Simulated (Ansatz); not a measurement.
Cost and result for the atomization energy of C₂H₆BNOSi, SMILES `O[SiH2]NC1=CB1` (12 atoms, 12 bonds).

```xyz
12

O     0.948    1.490   -1.885
Si    0.393   -0.035   -1.647
N    -0.854   -0.164   -0.443
C    -0.625   -0.260    0.885
C     0.401   -0.349    1.773
B    -0.947   -0.356    2.324
H     1.465    1.902   -1.192
H    -0.215   -0.433   -2.933
H     1.491   -0.924   -1.201
H    -1.826   -0.087   -0.702
H     1.481   -0.382    1.796
H    -1.712   -0.402    3.225
```

Charge 0, multiplicity 1. Geometry: relaxed with PBE0-D4/def2-TZVP. It is one conformer, not always the lowest. Program: Ansatz. All runs use 4 threads of an Arm Neoverse V2 on a shared host. Times are those of one run each, without the atoms' runs, and a repeat can differ threefold. Electronic energies, without spin–orbit coupling; frozen cores. CCSD(T)/CBS adds CCSD(T) − MP2 in def2-TZVPP to the MP2 limit, and its time is that of the two runs behind it. T1 = 0.012. B3LYP takes the VWN-RPA correlation (the form of Gaussian; ORCA's B3LYP/G).

CCSD(T)/CBS is a level of theory with its own doubt, some kJ/mol a heavy atom from the limit and from the frozen cores, so smaller differences don't rank the functionals.

```tsv
level	functions	wall time
PBE-D4/def2-TZVPP (with forces)	281	2.7 s
PBE0-D4/def2-TZVPP	281	3.3 s
r2SCAN-D4/def2-TZVPP (with forces)	281	5.5 s
B3LYP-D4/def2-TZVPP (with forces)	281	5.5 s
B2PLYP/def2-TZVPP	281	6.5 s
ωB97X-V/def2-TZVPP	281	8 s
ωB97M-V/def2-TZVPP (with forces)	281	12 s
MP2/def2-QZVPP	535	26 s
CCSD(T)/def2-TZVPP	281	3.9 min
CCSD(T)/CBS(def2)	–	4.3 min
```

Question: What atomization energy does each give, and how far from CCSD(T)/CBS? (An estimate is asked.)

Answer: Computed: 
```json
{"level": "PBE-D4/def2-TZVPP (with forces)", "atomization (kcal/mol)": "1173.1", "difference from CCSD(T)/CBS": "32.5", "per bond": "2.7"}
{"level": "PBE0-D4/def2-TZVPP", "atomization (kcal/mol)": "1150.1", "difference from CCSD(T)/CBS": "9.5", "per bond": "0.8"}
{"level": "r2SCAN-D4/def2-TZVPP (with forces)", "atomization (kcal/mol)": "1149.3", "difference from CCSD(T)/CBS": "8.7", "per bond": "0.7"}
{"level": "B3LYP-D4/def2-TZVPP (with forces)", "atomization (kcal/mol)": "1146.6", "difference from CCSD(T)/CBS": "6.0", "per bond": "0.5"}
{"level": "B2PLYP/def2-TZVPP", "atomization (kcal/mol)": "1134.4", "difference from CCSD(T)/CBS": "-6.2", "per bond": "-0.5"}
{"level": "ωB97X-V/def2-TZVPP", "atomization (kcal/mol)": "1149.1", "difference from CCSD(T)/CBS": "8.5", "per bond": "0.7"}
{"level": "ωB97M-V/def2-TZVPP (with forces)", "atomization (kcal/mol)": "1150.8", "difference from CCSD(T)/CBS": "10.2", "per bond": "0.8"}
{"level": "MP2/def2-QZVPP", "atomization (kcal/mol)": "1156.5", "difference from CCSD(T)/CBS": "15.9", "per bond": "1.3"}
{"level": "CCSD(T)/def2-TZVPP", "atomization (kcal/mol)": "1107.6", "difference from CCSD(T)/CBS": "-33.0", "per bond": "-2.8"}
{"level": "CCSD(T)/CBS(def2)", "atomization (kcal/mol)": "1140.6", "difference from CCSD(T)/CBS": "0.0", "per bond": "0.0"}
```

The D4 term adds +10.0 kcal/mol with B3LYP and +5.3 kcal/mol with PBE0; it sums over pairs of atoms, weighted by their polarisabilities, and B3LYP, whose exchange is more repulsive, gets the larger term. From PBE to PBE0 (25 % exact exchange), in def2-TZVPP and without D4, the atomization energy moves by −22.1 kcal/mol: exact exchange takes away binding that semilocal exchange gives to molecules. In def2-TZVPP, CCSD(T) changes the Hartree–Fock value by +282.7 kcal/mol (the triples alone add +19.0 kcal/mol) and MP2 by +311.9 kcal/mol; breaking electron pairs costs correlation energy, which Hartree–Fock lacks.
